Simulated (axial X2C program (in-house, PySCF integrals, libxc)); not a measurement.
# Low determinants of BeBr⁻ at the PBE0 level, two-component

Computed with an in-house all-electron X2C program for linear molecules (integrals from PySCF). Two-component (2c) means X2C with spin–orbit coupling and atomic mean-field two-electron Coulomb and Gaunt terms. Basis: Br dyall-acv3z [9s10p7d5f1g], Be dyall-av3z [9s9p4d2f] (cores contracted in-house); Gaussian nuclei, density fitting, unrestricted open shells. Masses: Br 78.918 u, Be 9.012 u.

Search at 2.160 Å (vertical energies from the lowest determinant):

```
ΔE (eV)  state  electrons beyond evenly filled partner blocks  electrons in ±ω = 1/2, 3/2, 5/2, 7/2
   0.00  Ω = 0                                           none                             28 10 2 0
   1.25  Ω = 2                               ω = 1/2, ω = 3/2                             27 11 2 0
   1.58  Ω = 1                                    2 × ω = 1/2                             28 10 2 0
   1.58  Ω = 1                              ω = -1/2, ω = 3/2                             27 11 2 0
   5.08  Ω = 2                              ω = -1/2, ω = 5/2                             27 10 3 0
   5.78  Ω = 2                               ω = 1/2, ω = 3/2                              29 9 2 0
   5.80  Ω = 1                              ω = -1/2, ω = 3/2                              29 9 2 0
```

Lowest determinant, Ω = 0 (closed shell): Re = 2.125 Å, ωe = 440.5 cm⁻¹.

The determinant in row 2 of the search, Ω = 2 (⟨Sz⟩ = 1.00, ⟨Lz⟩ = 1.00 at PBE0), was followed along the bond at PBE0; measured from the minimum of the lowest determinant it gives:

Te = 1.178 eV (9499 cm⁻¹), Re = 2.022 Å, ωe = 577.3 cm⁻¹.

Task: Compare the bond of the determinant in row 2 with that of the lowest one.

Result: At PBE0 its Re is 0.103 Å shorter and its force constant, which goes as ωe², is 1.72 times that of the lowest determinant. T0 ≈ Te + Δωe/2 = 9499 + (68) = 9567 cm⁻¹.

The search compares states at one distance, so a state with another bond length can lie lower; it is not exhaustive and yields mostly the lowest determinant of each block pattern, so other components and higher states of one pattern are missing. These are energies of single determinants, not of spin-adapted states; PBE0 term energies can be off by some tenths of an eV, and the functional has no current term. Open-shell Ω = 0 determinants with evenly filled partner blocks cannot be reached by this program, so the Ω shown need not be the lowest component. For an anion, determinants above electron detachment are held by the basis set. The highest occupied level of some functionals is positive through self-interaction error; at Hartree–Fock it is bound. Row 1 has a positive highest level at its minimum. Row 2 has a positive highest level at its minimum.
